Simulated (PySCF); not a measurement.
# C₆ coefficients of unlike pairs at revPBE

Calculated with PySCF 2.14 from the dipole response of each species, C₆(A,B) = (3/π) ∫ α_A(iu) α_B(iu) du, in atomic units, from isotropic polarisabilities. For ions this is the dispersion term alone; charge-induced terms of lower order in 1/R come first.

| species | configuration | basis | relativity | α (bohr³) | C₆ (like pair) |
| --- | --- | --- | --- | --- | --- |
| Rh²⁺ | [Kr] 4d7 (4F) | aug-cc-pVTZ-PP with one added diffuse shell each of s, p, d, f, g type with ECP28MDF (7s7p6d4f3g) | core potential | 7.763 | 41.37 |
| P | [Ne] 3s2 3p3 (4S) | aug-cc-pwCVQZ (10s9p7d5f3g) | none | 27.58 | 206.0 |
| In⁺ | [Kr] 4d10 5s2 (1S) | aug-cc-pVQZ-DK3 (9s8p6d3f2g) | spin-free X2C | 24.23 | 164.1 |
| B²⁺ | [He] 2s1 (2S) | x2c-TZVPPall with one added diffuse shell each of s, p, d type (6s4p3d1f) | spin-free X2C | 7.041 | 9.388 |

Problem. Estimate C₆ for B²⁺ with P.

Solution. The integral gives 43.31. The combination rule 2 C_A C_B / (C_A α_B/α_A + C_B α_A/α_B) gives 43.28 and the geometric mean 43.97.

No spin-orbit coupling is included.

The other pairs:

```
     pair     C₆
B²⁺, Rh²⁺  16.34
   In⁺, P  182.9
 B²⁺, In⁺  38.26
In⁺, Rh²⁺  76.75
  P, Rh²⁺  82.90
```
